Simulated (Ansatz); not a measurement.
```yaml
crystal:
  periodic: [false, false, false]
  atoms:
    - {symbol: C, position_ang: [0.797325, -1.921663, 1.521599]}
    - {symbol: S, position_ang: [1.796050, -0.976829, 0.324483]}
    - {symbol: Cu, position_ang: [0.437795, 0.428387, -0.517705]}
    - {symbol: P, position_ang: [-0.874494, 1.854706, -1.427729]}
    - {symbol: F, position_ang: [-0.578834, 2.295425, -2.882693]}
    - {symbol: F, position_ang: [-1.045734, 3.249528, -0.774002]}
    - {symbol: F, position_ang: [-2.366723, 1.462594, -1.568469]}
    - {symbol: H, position_ang: [1.458579, -2.655874, 1.983378]}
    - {symbol: H, position_ang: [0.395038, -1.281869, 2.306499]}
    - {symbol: Xx, position_ang: [-0.019000, -2.454404, 1.034630]}
basis:
  gaussian: {orbitals: def2-TZVP, fitting: {mean_field: def2-universal-jkfit}}
total_charge: -1
magnetization: {spin_polarized: true, initial_magnetization: 1}
hamiltonian: {xc: {name: revPBE0}, dispersion: d3bjatm}
```

```sh
$ ansatz run in.yaml --threads 4 --pin off --events-out ev --progress --plain --max-ram 11315MiB
```

Question: How does Ansatz answer? (Estimate.)

Answer: The calculation gave: The input was rejected before any iteration.
```
Error: YAML parse error: error: line 13 column 16: `Xx` is not an element symbol (H … Og, case-exact)
11 |     - {symbol: H, position_ang: [1.458579, -2.655874, 1.983378]}
12 |     - {symbol: H, position_ang: [0.395038, -1.281869, 2.306499]}
13 |     - {symbol: Xx, position_ang: [-0.019000, -2.454404, 1.034630]}
14 | basis:
15 |   gaussian: {orbitals: def2-TZVP, fitting: {mean_field: def2-universal-jkfit}}
```
